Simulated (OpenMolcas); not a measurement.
**Ru VI: effect of the basis set**

| Quantity | Value |
| --- | --- |
| Program | OpenMolcas 26.06 |
| Method | SS-RASPT2, IPEA 0.25 Eh, imaginary shift 0.1 Eh (closed shells correlated: 4s) |
| Active space | 9 electrons in 8 orbitals (RAS1 4p, at most 2 holes; RAS2 4d) |
| State averaging | 2S+1 = 4 even, 10 roots; 2S+1 = 2 even, 40 roots |
| Spin-orbit coupling | RASSI with atomic mean-field integrals over the reference wave functions, term energies averaged over their components |

A. ANO-R2 [7s5p4d2f1g], X2C, finite nucleus; CASPT2 step about 70 core-seconds
B. ANO-RCC-VTZP [7s6p4d2f1g], DKH2, point nucleus; CASPT2 step about 40 core-seconds
C. ANO-RCC-VQZP [8s7p5d3f2g1h], DKH2, point nucleus; CASPT2 step of the order of 60 core-seconds

Energies in eV above 4d³ ⁴F_3/2.

```json
{"Level": "4d³ ⁴F_3/2", "A": "0.0000", "B": "0.0000", "C": "0.0000"}
{"Level": "4d³ ⁴F_5/2", "A": "0.1831", "B": "0.1836", "C": "0.1778"}
{"Level": "4d³ ⁴F_7/2", "A": "0.403", "B": "0.404", "C": "0.392"}
{"Level": "4d³ ⁴F_9/2", "A": "0.641", "B": "0.642", "C": "0.625"}
{"Level": "4d³ ⁴P_3/2", "A": "1.685", "B": "1.675", "C": "1.694"}
{"Level": "4d³ ⁴P_1/2", "A": "1.702", "B": "1.692", "C": "1.710"}
{"Level": "4d³ ⁴P_5/2", "A": "1.983", "B": "1.974", "C": "1.985"}
{"Level": "4d³ ²G_7/2", "A": "2.008", "B": "1.999", "C": "1.985"}
{"Level": "4d³ ²G_9/2 [71 %]", "A": "2.131", "B": "2.121", "C": "2.105"}
{"Level": "4d³ ²P_1/2", "A": "2.534", "B": "2.526", "C": "2.525"}
{"Level": "4d³ ²H_9/2 [74 %]", "A": "2.789", "B": "2.779", "C": "2.752"}
{"Level": "4d³ ²H_11/2", "A": "2.814", "B": "2.804", "C": "2.778"}
{"Level": "4d³ ²D_5/2(1)", "A": "2.989", "B": "2.983", "C": "2.975"}
{"Level": "4d³ ²P_3/2 [50 %]", "A": "3.083", "B": "3.076", "C": "3.065"}
{"Level": "4d³ ²F_7/2", "A": "4.145", "B": "4.133", "C": "4.130"}
{"Level": "4d³ ²F_5/2", "A": "4.208", "B": "4.196", "C": "4.193"}
{"Level": "4d³ ²D_5/2(2)", "A": "6.452", "B": "6.438", "C": "6.450"}
{"Level": "4d³ ²D_3/2(2)", "A": "6.544", "B": "6.531", "C": "6.541"}
```

Among A to C the level of the table that moves most is 4d³ ²H_9/2 [74 %], by 300 cm-1 (lowest in C, highest in A). Moves below CASPT2's spread within the term are not significant.

Term energies are means over components that CASPT2 splits; among the terms shown or strongly mixed into the levels shown the widest spread is 260 cm-1 (4d³ ⁴F, A). Active for correlation alone: 4p; no level in the range computed is led by a configuration that opens it, so any true level of that kind is missing. Levels of configurations outside the active space are missing. Levels that lie high or do not pair safely by name in every column are left out.

A share in square brackets marks a mixed level and gives the weight of the term that names it, the lowest over the columns. A number in round brackets counts repeated terms of one configuration in the order of the reference energies.
